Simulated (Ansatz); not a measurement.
Cost and result for the atomization energy of `[OH][AlH][I]` (5 atoms, 4 bonds).

Total charge 0; spin multiplicity 1. Correlated methods include outer-core shells of I, which these sets cover unevenly. I: def2 effective core potential. The structure was optimised at the PBE0-D4/def2-TZVP level. It is one conformer, not always the lowest. Program: Ansatz. All runs use 2 threads of an Intel Xeon Platinum 8375C on a shared host. Times are those of one run each, without the atoms' runs, and a repeat can differ threefold. Electronic energies, without spin–orbit coupling; frozen cores. CCSD(T)/CBS adds CCSD(T) − MP2 in def2-TZVPP to the MP2 limit, and its time is that of the two runs behind it. T1 = 0.010. With those shells the extrapolation isn't a true limit. B3LYP takes the VWN-RPA correlation (the form of Gaussian; ORCA's B3LYP/G).

CCSD(T)/CBS is a level of theory with its own doubt, some kJ/mol a heavy atom from the limit and from the frozen cores, so smaller differences don't rank the functionals.

| level | functions | wall time |
| --- | --- | --- |
| LDA (SPW92)/def2-TZVPP | 151 | 0.75 s |
| revPBE-D4/def2-TZVPP | 151 | 1.1 s |
| BLYP-D4/def2-TZVPP | 151 | 1.1 s |
| CCSD(T)/def2-SVP | 68 | 1.4 s |
| BHLYP-D4/def2-TZVPP | 151 | 1.7 s |
| CAM-B3LYP-D4/def2-TZVPP | 151 | 1.8 s |
| B3LYP-D4/def2-TZVPP (with forces) | 151 | 2.2 s |
| B2PLYP/def2-TZVPP | 151 | 2.7 s |
| PBE-QIDH/def2-TZVPP | 151 | 2.7 s |
| ωB97M-V/def2-TZVPP (with forces) | 151 | 5 s |
| MP2/def2-QZVPP | 269 | 6 s |
| CCSD(T)/def2-TZVPP | 151 | 17 s |
| CCSD(T)/CBS(def2) | – | 23 s |

(1) What atomization energy does each give, and how far from CCSD(T)/CBS? (Best estimate.)

Answers

(1) Ansatz gave: 
```tsv
level	atomization (kcal/mol)	difference from CCSD(T)/CBS	per bond
LDA (SPW92)/def2-TZVPP	417.5	42.8	10.7
revPBE-D4/def2-TZVPP	359.4	-15.3	-3.8
BLYP-D4/def2-TZVPP	364.3	-10.4	-2.6
CCSD(T)/def2-SVP	341.9	-32.8	-8.2
BHLYP-D4/def2-TZVPP	354.3	-20.4	-5.1
CAM-B3LYP-D4/def2-TZVPP	367.2	-7.5	-1.9
B3LYP-D4/def2-TZVPP (with forces)	364.7	-10.0	-2.5
B2PLYP/def2-TZVPP	364.3	-10.4	-2.6
PBE-QIDH/def2-TZVPP	365.1	-9.6	-2.4
ωB97M-V/def2-TZVPP (with forces)	368.3	-6.4	-1.6
MP2/def2-QZVPP	381.2	6.5	1.6
CCSD(T)/def2-TZVPP	361.0	-13.7	-3.4
CCSD(T)/CBS(def2)	374.7	0.0	0.0
```

The D4 term adds +3.6 kcal/mol with B3LYP and +1.9 kcal/mol with PBE0; it sums over pairs of atoms, weighted by their polarisabilities, and B3LYP, whose exchange is more repulsive, gets the larger term. From PBE to PBE0 (25 % exact exchange), in def2-TZVPP and without D4, the atomization energy moves by −6.6 kcal/mol: exact exchange takes away binding that semilocal exchange gives to molecules. Leaving LDA and LC-ωPBE aside and taking each functional with its dispersion term where it has one, the values, not all of them listed here, spread over 16.8 kcal/mol, from BHLYP-D4 to r2SCAN-D4. LDA lies +49.9 kcal/mol from PBE without D4, its usual overbinding.

Spin–orbit coupling would lower the free I atoms strongly, and the atomization energy with them, by more than many differences here.
